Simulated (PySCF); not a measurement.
Can point charges reproduce the dipole moment of `N#C[C@@H]1CO[SiH2]CC1=O`?

Coordinates (GFN2-xTB, Å) and charges (e) from the PBE0/pcSseg-1 density (PySCF):

```
atom       x       y       z  Mulliken      IAO  Hirshfeld  ESP-fitted
  N1  -1.967   0.011   2.234   -0.2351  -0.2368    -0.2145     -0.4689
  C2  -1.661  -0.087   1.136   +0.1509  +0.1295    +0.0848     +0.4076
  C3  -1.272  -0.198  -0.244   -0.3804  -0.2250    -0.0215     -0.2626
  C4  -0.404  -1.460  -0.464   +0.1833  -0.0351    +0.0250     +0.1044
  O5   0.815  -1.391   0.205   -0.6216  -0.6339    -0.2212     -0.4543
 Si6   1.808  -0.106   0.243   +0.8702  +1.0253    +0.4282     +0.6949
  C7   0.617   1.411   0.227   -0.5173  -0.6138    -0.1682     -0.5357
  C8  -0.447   1.012  -0.716   +0.2424  +0.3895    +0.1628     +0.5579
  O9  -0.611   1.464  -1.821   -0.3370  -0.4056    -0.2300     -0.4604
 H10  -2.170  -0.284  -0.866   +0.1849  +0.1987    +0.0744     +0.1321
 H11  -0.235  -1.576  -1.542   +0.1329  +0.1428    +0.0502     +0.0834
 H12  -0.934  -2.343  -0.090   +0.1459  +0.1655    +0.0578     +0.0945
 H13   2.492  -0.285   1.507   -0.0952  -0.1206    -0.0646     -0.1104
 H14   2.651  -0.033  -0.950   -0.0917  -0.1426    -0.0722     -0.1141
 H15   1.096   2.330  -0.100   +0.1700  +0.1788    +0.0564     +0.1586
 H16   0.215   1.541   1.230   +0.1978  +0.1833    +0.0527     +0.1730
```

Question: Form Σ q r in debye for every column and set it beside the full dipole.

Answer: The full density gives (1.73, -0.79, -1.38) D, 2.35 D in size; dipole vectors point from the negative to the positive end.

```csv
scheme,μx,μy,μz,size (D),share of the full size (%),angle to the full dipole (°)
Mulliken,3.10,-1.37,-0.71,3.47,148,24
IAO,2.50,-0.68,-0.56,2.65,113,25
Hirshfeld,1.68,-0.92,-0.88,2.11,90,12
ESP-fitted,1.75,-0.80,-1.38,2.37,101,0
```

Question: Which set comes closest?

Answer: Length of the difference vector: ESP-fitted 0.02 D, Hirshfeld 0.52 D, IAO 1.13 D, Mulliken 1.64 D. Closest: ESP-fitted. The schemes that divide the density aren't constrained to reproduce the dipole.

Question: What is left for the Hirshfeld atoms' own dipoles?

Answer: The shares of the density sum to the whole, so what Σ q r misses lies in dipoles about the nuclei. The atomic dipoles sum to (1.73, -0.79, -1.38) − (1.68, -0.92, -0.88) = (0.05, 0.13, -0.50) D, 0.52 D in size.

Question: With the origin at the mean of the coordinates, (0.000, 0.001, -0.001) Å, which are the largest single terms, by size, of the IAO dipole along the direction of the full one?

Answer: Si6 +6.02, N1 +3.14, O5 -2.89, H14 -1.73, C2 -1.16 D; all 16 atoms together +2.40 D. The single terms depend on the origin, their sum doesn't.

Question: Give the size of the full dipole in other units.

Answer: 2.35 D = 0.925 au = 0.490 e·Å = 7.84 × 10⁻³⁰ C·m.

Geometry: GFN2-xTB, one conformer, isolated molecule.

These values come from a run that also computed NMR shieldings. Time: 2.0 min (with the writing of density and orbital grids); peak memory 0.86 GiB. Hardware: an Intel Xeon at 2.50 GHz with one thread, shared host with 64 logical CPUs at a one-minute load of 58.
